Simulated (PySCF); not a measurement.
dibromo-chloro-fluoromethane (CBr2ClF), SMILES FC(Br)(Br)Cl. Heavy atoms are numbered as in [F:1][C:2]([Cl:3])([Br:4])[Br:5].

Geometry: TPSSh-D3(BJ)/def2-SVP.

Computed with r2SCAN/def2-TZVP run with PySCF.

ESP charges are fitted to the potential on shells at 1.4 to 2.0 van der Waals radii. Atomic charges (e), one atom of each kind:

```tsv
atom	Löwdin	Mulliken	ESP fit
F1	0.21	(withheld)	0.10
C2	-1.15	(withheld)	-0.38
Cl3	0.37	(withheld)	0.11
Br4	0.29	(withheld)	0.09
```

Question: Fill in the missing entries. (The exact figures need the calculation; the answer reports its results.)

Answer: 
- F1, Mulliken: -0.10
- C2, Mulliken: 0.21
- Cl3, Mulliken: -0.04
- Br4, Mulliken: -0.03

Computed Mayer and Wiberg (Löwdin basis) orders of the bonds:
| bond | Mayer | Wiberg |
|---|---|---|
| F1–C2 | 1.11 | 1.84 |
| C2–Cl3 | 1.14 | 1.70 |
| C2–Br4 | 1.08 | 1.58 |
| C2–Br5 | 1.08 | 1.58 |
